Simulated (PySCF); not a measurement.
NMR data sheet: C₇H₁₀OSi

* Formula: C7H10OSi
* SMILES: CO[SiH2]c1ccccc1
* InChI: InChI=1S/C7H10OSi/c1-8-9-7-5-3-2-4-6-7/h2-6H,9H2,1H3
* Point group of the computed structure: C1
* Degrees of unsaturation: 4
* Carbon signals: 5
* Proton signals: 5

Bonds (- single, = double, # triple, : aromatic): C1-O2, O2-Si3, Si3-C4, C4:C5, C5:C6, C6:C7, C7:C8, C8:C9, C9:C4. C1 carries H10, H11, H12; Si3 carries H13, H14; C5 carries H15; C6 carries H16; C7 carries H17; C8 carries H18; C9 carries H19.

Computational details: geometry: GFN2-xTB, σ from GIAO-PBE0/pcSseg-1, in PySCF (non-relativistic Hamiltonian, fast rotation and ring inversion assumed for equivalent nuclei, one computed conformer, isolated molecule).

Referencing at the same level of theory: ¹H, ¹³C, ²⁹Si vs TMS; ¹⁷O against H2O.

| carbon | δC, type | δH (multiplicity) | HMBC from (2–3 bonds) | span of the C tensor (ppm) |
| --- | --- | --- | --- | --- |
| C1 | 54.2, CH3 | 4.02 (s) | H13/H14 | 80 |
| C4 | 137.0, C | – | H15/H19, H16/H18, H13/H14 | 234 |
| C5/C9 | 139.3, CH | 7.83 (d) | H15/H19, H16/H18, H17, H13/H14 | 251 |
| C6/C8 | 132.9, CH | 7.66 (m) | H15/H19, H16/H18, H17 | 237 |
| C7 | 135.4, CH | 7.66 (m) | H15/H19, H16/H18 | 238 |

Other nuclei:
```csv
atoms,nucleus,environment,δ (ppm),σ (ppm)
H13/H14,¹H,"hydrogen on a silicon bonded to C, O",5.39,26.33
Si3,²⁹Si,"silicon bonded to C, O, 2 H",-30.0,379.1
O2,¹⁷O,"oxygen bonded to C, Si",-10.0,346.1
```

Carbon types of the structure: 1 × C, 5 × CH, 1 × CH3, leaving 2 H on heteroatoms. δC 139.3, 135.4, 132.9: aromatic CH; the aromatic region. δC 137.0: substituted aromatic carbon. δC 54.2: methyl carbon bonded to O; pulled downfield by the heteroatom. δH 7.83, 7.66, 7.66: hydrogen on an aromatic CH; the ring current deshields protons in the ring plane. δH 4.02: hydrogen on a methyl carbon bonded to O; its carbon carries O, an electronegative neighbour.

Shifts are as computed. Against solution values, carbons near 30 ppm lie about +3 ppm off and those near 130 ppm about +5 ppm. Of 1309 compounds with measured shifts, 239 miss one by over three times the rms of a fit or turn the order of signals round; such compounds aren't used in these exercises. Experimental scales use liquid or dissolved standards, which lie at an offset from isolated H2O (liquid H2O: subtract about 36 ppm). No couplings were computed; multiplicities are counted from neighbouring protons, with m where these are inequivalent, close in shift, in a saturated or five-membered ring or joined by F or P, and br s for small geminal =CH2 splittings.
